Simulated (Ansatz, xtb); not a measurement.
Spectroscopic constants of CuF+, multiplicity 2 (lowest of 2S+1 = 2, 4 at CCSD(T)/def2-TZVPP on PBE0 minima; our sources give no spin for the ground state, which may be another). No spin–orbit coupling. Cu is treated without relativity. The T1 diagnostic near the minimum is 0.046, so single-reference values are doubtful.

Constants: fifth-degree fit in 1/R to seven points, most abundant isotopes. In def2 and cc sets the state is the lowest found near the PBE0 minimum, followed along R.

Correlated levels freeze the inner cores; with def2 sets outer-core shells near the valence are correlated too.

Run with Ansatz (a quantum-chemistry and plane-wave program) with Gaussian orbitals; xtb for the GFN methods. Values without a source in brackets are computed. The GFN methods have no spin term and hold the electronic entropy of 300 K.

| level | r_e (Å) | ω_e (cm⁻¹) | ω_e x_e (cm⁻¹) |
|---|---|---|---|
| GFN1-xTB | 1.642 | 678 | 3.2 |
| B97M-V/def2-TZVPP | 1.687 | … | 6.4 |
| B3LYP/def2-TZVPP | 1.703 | 668 | 6.7 |
| BHLYP/def2-TZVPP | 1.673 | 775 | 5.4 |
| CAM-B3LYP/def2-TZVPP | 1.686 | 706 | 6.8 |
| B2PLYP/def2-TZVPP | 1.688 | 686 | 14 |
| CCSD/def2-TZVPP | 1.673 | 761 | 4.9 |
| CCSD(T)/def2-TZVPP | … | … | 6.1 |

Problem. Fill in the missing entries.

Solution. 
- CCSD(T)/def2-TZVPP, r_e (Å): 1.679
- CCSD(T)/def2-TZVPP, ω_e (cm⁻¹): 735
- B97M-V/def2-TZVPP, ω_e (cm⁻¹): 692

Doubts at one or more of the structures used: T1 above 0.05 (CCSD/def2-TZVPP, CCSD(T)/def2-TZVPP).
